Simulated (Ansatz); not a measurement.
Correlation energies of C$_{2}$H$_{4}$BCl (`C=CBCl`) by basis set

```xyz
8

C     0.373   -0.753    0.992
C    -0.139   -0.473   -0.212
B    -0.216    0.980   -0.688
Cl   -0.879    1.379   -2.258
H     0.737    0.039    1.640
H     0.449   -1.766    1.375
H    -0.494   -1.290   -0.835
H     0.170    1.886   -0.014
```

Total charge 0; spin multiplicity 1. All single points use the PBE0-D4/def2-TZVP geometry. It is one conformer, not always the lowest. Frozen core, restricted reference, Ansatz 0.2.0. CBS rows extrapolate triple and quadruple zeta; past MP2 they add the triple-zeta difference.

| basis | HF (Eh) | MP2 corr. |
| --- | --- | --- |
| def2-SVP | -562.05055 | -0.47816 |
| def2-TZVPP | -562.32049 | -0.60720 |
| def2-QZVPP | -562.33772 | -0.65329 |

Task: Estimate the CCSD correlation energy and the (T) correction in each basis where they were run (hartree).

Result: 
```tsv
basis	CCSD corr.	(T)
def2-SVP	-0.52316	-0.01699
def2-TZVPP	-0.64991	-0.02920
CBS(def2)	-0.73015	as TZ
```
